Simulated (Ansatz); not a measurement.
`F[SiH](Cl)[O][GeH3]` + `O[SiH3]` → `F[SiH](Cl)O[SiH3]` + `[OH][GeH3]` at 700 K and 1 bar (ligand exchange at the Si–O bond).

Calculated with Ansatz (gas phase, PBE0-D4/def2-TZVP geometries, no zero-point term in ΔE). CCSD(T)/CBS adds triple-zeta CCSD(T) − MP2 to the extrapolated MP2 energy (def2 sets, frozen cores). For Ge outer-core shells are correlated without core-valence functions, which leaves a few kJ/mol of doubt a bond. Scalar relativity is left out up to krypton. One conformer a species, not always the lowest.

```tsv
species	CCSD(T)/CBS energy (Eh)	H − E (kJ/mol)	S (J/(mol·K))
`F[SiH](Cl)[O][GeH3]`	-3002.53092	190.8	508.7
`O[SiH3]`	-366.69042	144.6	321.6
`F[SiH](Cl)O[SiH3]`	-1215.52253	193.8	499.2
`[OH][GeH3]`	-2153.69723	141.7	338.7
```

H − E and S are ideal-gas, rigid-rotor, harmonic terms from PBE0-D4/def2-TZVP, for one conformer and one mirror image of each species. 1 Eh = 2625.50 kJ/mol, R = 8.31446 J/(mol·K).

Question: By hand: ΔE, ΔH, ΔS and ΔG.

Answer: ΔE = (-1215.52253) + (-2153.69723) − (-3002.53092) − (-366.69042) = 0.00158 Eh = 4.1 kJ/mol. Δ(H − E) = 193.8 + 141.7 − 190.8 − 144.6 = 0.1, so ΔH = 4.2 kJ/mol. ΔS = 499.2 + 338.7 − 508.7 − 321.6 = 7.6 J/(mol·K). ΔG = 4.2 − 700 × (7.6)/1000 = -1.1 kJ/mol.

Question: By hand: the equilibrium constant, and the temperature at which ΔG would vanish if ΔH and ΔS stayed fixed.

Answer: log₁₀ K = −ΔG/(RT ln 10) = 0.1. ΔG = 0 at ΔH/ΔS = 553 K, though so small a ΔH makes that figure unsure.

TΔS isn't small against ΔH here. The sign of ΔG lies within the doubt. A doubt of 5 kJ/mol in ΔE shifts log₁₀ K by 0.4 here. Other conformers and mirror images would add mixing entropy, several J/(mol·K) or more a flexible species. Modes under 60 cm⁻¹, often nearly free rotors, make the harmonic entropy too high. These are equilibria of isolated gas molecules and say nothing of rates. Largest T1 diagnostic: 0.011 (customary marks: 0.02 for closed shells, 0.045 for open ones).
